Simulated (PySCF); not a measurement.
## Adding and removing an electron: SnH

UHF-CCSD(T); basis Sn def2-SVPD with ECP28, H def2-SVPD; scalar-relativistic core potentials; PySCF 2.14. Neutral (UHF): doublet (π ↑), Re = 1.784 Å, ωe = 1684 cm⁻¹, De = 2.50 eV.

SnH⁺ (RHF): singlet (closed shell), Re = 1.764 Å, ωe = 1801 cm⁻¹, De = 2.67 eV to Sn⁺ + H. The energies at the minima are -214.00289 hartree for SnH and -213.74605 for SnH⁺.

**Question.** Work out the adiabatic ionisation energy, without and with harmonic zero-point energies (1 hartree = 27.2114 eV, 1 eV = 8065.5 cm⁻¹), and the change of the bond length.

**Answer.** At CCSD(T): 0.25684 hartree = 6.989 eV between the minima; the zero-point term (1801.0 − 1684.0)/2 cm⁻¹ = +0.007 eV makes it 6.996 eV. Re changes by -2.0 pm against the neutral. The electron leaves a π orbital, which is non-bonding in a hydride.

SnH⁻ (UHF): triplet (π ↑↑), Re = 1.823 Å, ωe = 1494 cm⁻¹, De = 2.43 eV to Sn⁻ + H. The energies at the minima are -214.00289 hartree for SnH and -214.03910 for SnH⁻.

**Question.** Work out the adiabatic electron affinity, without and with harmonic zero-point energies (1 hartree = 27.2114 eV, 1 eV = 8065.5 cm⁻¹), and the change of the bond length.

**Answer.** At UHF-CCSD(T): 0.03621 hartree = 0.985 eV between the minima; the zero-point term (1684.0 − 1494.0)/2 cm⁻¹ = +0.012 eV makes it 0.997 eV. Re changes by +3.9 pm against the neutral. The electron enters a π orbital, which is non-bonding in a hydride.

Correlated steps freeze 4 core orbitals. Correlated levels converge slowly with the basis: in double zeta they bind strong bonds too weakly, by up to about 1 eV, and carry superposition errors of some tenths. Spin–orbit coupling is left out, which matters for elements this heavy, above all for dissociation energies. For an ion De counts to the pair picked by the measured ionisation energies or electron affinities, which need not be the lowest pair at this level. Where the molecule has an RHF reference, its open-shell atoms are computed with UHF. States were picked by a PBE0 search and need not be the measured ground states.

Neutral and ion stand on different kinds of reference determinant, which adds to the error of the difference.
